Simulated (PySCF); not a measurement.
Job file and geometry (Å, from PBE0-D3(BJ)/def2-SVP) of an NMR shielding run on SMILES O=CC1CCCCC1, C₇H₁₂O, GIAO PBE0/pcSseg-1 NMR shielding, non-relativistic, gas phase (PySCF); density fitting, a coarse starting grid and PySCF grid level 2 are the driver's defaults:

```
{"job": {"kind": "nmr", "xc": "PBE0", "basis": "pcSseg-1"}, "charge": 0, "multiplicity": 1}
O      2.286929    -0.352686    -1.392080
C      1.858581     0.541999    -0.713914
C      1.089092     0.378159     0.575730
C      0.687428    -1.070668     0.842173
C     -0.458716    -1.521435    -0.059673
C     -1.648419    -0.570128     0.018421
C     -1.233563     0.862414    -0.301099
C     -0.109902     1.332387     0.617508
H      2.037837     1.613357    -1.005067
H      1.812261     0.709173     1.348382
H      1.561654    -1.723644     0.698918
H      0.382834    -1.160851     1.899091
H     -0.766242    -2.544172     0.211204
H     -0.095768    -1.572634    -1.099916
H     -2.079389    -0.602308     1.036135
H     -2.447138    -0.898258    -0.666178
H     -2.095431     1.544290    -0.220955
H     -0.895690     0.915557    -1.352691
H      0.209843     2.354475     0.350570
H     -0.481225     1.386345     1.654851
```

**Question.** What does the program print?

**Answer.** 
```
coarse grid: 16128 points
cycle   1  E = -348.5469295793  dE =  9.969e-01  |g| = 7.949e-01  |ddm| = 3.876e+00
cycle   2  E = -348.1718604686  dE =  3.751e-01  |g| = 1.599e+00  |ddm| = 2.271e+00
cycle   3  E = -348.6758146544  dE = -5.040e-01  |g| = 1.635e-01  |ddm| = 1.750e+00
cycle   4  E = -348.6810760791  dE = -5.261e-03  |g| = 7.833e-02  |ddm| = 2.063e-01
cycle   5  E = -348.6824555913  dE = -1.380e-03  |g| = 1.126e-02  |ddm| = 7.950e-02
cycle   6  E = -348.6824817877  dE = -2.620e-05  |g| = 2.661e-03  |ddm| = 1.243e-02
cycle   7  E = -348.6824831160  dE = -1.328e-06  |g| = 9.080e-04  |ddm| = 3.787e-03
final grid: 154128 points
cycle   8  E = -348.7424132008  dE = -3.727e-05  |g| = 1.265e-02  |ddm| = 3.532e-02
cycle   9  E = -348.7423371844  dE =  7.602e-05  |g| = 2.351e-02  |ddm| = 2.840e-02
cycle  10  E = -348.7424459820  dE = -1.088e-04  |g| = 2.546e-03  |ddm| = 1.935e-02
cycle  11  E = -348.7424473649  dE = -1.383e-06  |g| = 3.101e-04  |ddm| = 2.208e-03
cycle  12  E = -348.7424473852  dE = -2.034e-08  |g| = 7.308e-05  |ddm| = 4.091e-04
cycle  13  E = -348.7424473862  dE = -1.029e-09  |g| = 2.594e-05  |ddm| = 8.136e-05
cycle  14  E = -348.7424473864  dE = -1.513e-10  |g| = 4.790e-06  |ddm| = 2.409e-05
converged SCF energy = -348.7424473864

GIAO shielding tensors (ppm)
atom      isotropic    diamagn.    paramagn.     s11        s22        s33       span
  0 O     -361.945     400.182    -762.127   -984.995   -464.344    363.503   1348.498
  1 C      -24.555     247.942    -272.498   -121.420    -32.072     79.827    201.247
  2 C      134.195     252.324    -118.129    105.019    140.952    156.615     51.596
  3 C      159.494     246.176     -86.681    151.931    158.899    167.652     15.720
  4 C      160.664     246.383     -85.719    154.795    160.552    166.644     11.849
  5 C      156.158     246.504     -90.346    151.794    157.555    159.125      7.331
  6 C      158.157     247.010     -88.853    154.599    159.115    160.757      6.159
  7 C      156.303     247.560     -91.257    150.930    157.501    160.478      9.548
  8 H       21.496      27.979      -6.482     19.007     19.950     25.533      6.526
  9 H       29.342      31.035      -1.693     24.723     28.124     35.178     10.456
 10 H       29.036      30.178      -1.142     25.485     26.233     35.389      9.904
 11 H       30.193      30.613      -0.420     26.237     28.161     36.181      9.944
 12 H       29.982      29.269       0.713     24.976     27.821     37.150     12.173
 13 H       29.820      30.693      -0.873     25.610     28.787     35.065      9.455
 14 H       30.172      30.149       0.023     26.350     28.345     35.821      9.471
 15 H       29.748      29.170       0.578     24.918     27.534     36.792     11.874
 16 H       29.817      29.417       0.400     24.780     27.795     36.875     12.096
 17 H       30.348      30.707      -0.359     26.909     28.662     35.474      8.565
 18 H       29.218      30.700      -1.481     24.586     27.285     35.784     11.198
 19 H       29.734      30.928      -1.194     26.421     27.502     35.280      8.859
```

**Question.** Turn these shieldings into chemical shifts. δ = σ(ref) − σ, references computed at the same level: 17O (334.56 ppm) against H2O; TMS for 13C (184.41 ppm) and 1H (31.27 ppm).

**Answer.** Averaging equivalent atoms: O 0: 696.5; C 1: 209.0; C 2: 50.2; C 5: 28.2; C 3/7: 26.5; C 4/6: 25.0; H 8: 9.77; H 10/18: 2.14; H 9: 1.93; H 15: 1.52; H 12/16: 1.37; H 11/19: 1.30; H 13/17: 1.18; H 14: 1.10 ppm. Unscaled 17O shifts of doubly bonded oxygen tend to come out too high, by tens of ppm or more. Experimental scales use liquid or dissolved standards, which lie at an offset from isolated H2O (liquid H2O: subtract about 36 ppm).

Size and cost of the density-fitted run: 196 basis functions, 25 s wall time on 1 thread of an x86-64 server CPU, shared host.
